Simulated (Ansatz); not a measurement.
F$_{2}$H$_{2}$S$_{2}$Si, SMILES `F[Si](F)(S)S`. Total charge 0; spin multiplicity 1.

```xyz
7

F     1.807    0.381    0.750
Si    0.402   -0.083    0.190
F    -0.113   -1.190    1.201
S    -1.018    1.469    0.134
S     0.786   -0.825   -1.737
H    -1.347    1.317    1.431
H    -0.516   -1.069   -1.969
```

(1) Give the diagnostics of a CCSD(T)/def2-TZVPP run (frozen core, the Gaussian-basis code of Ansatz). (An estimate is asked.)

Answers

(1) The calculation gave: T1 = 0.0119, largest single amplitude 0.017, largest double 0.026, (T) share of the correlation energy 3.6 %, 9 CCSD cycles. The RHF solution is stable towards an unrestricted one. T1 lies under the customary mark of 0.02 for closed shells.
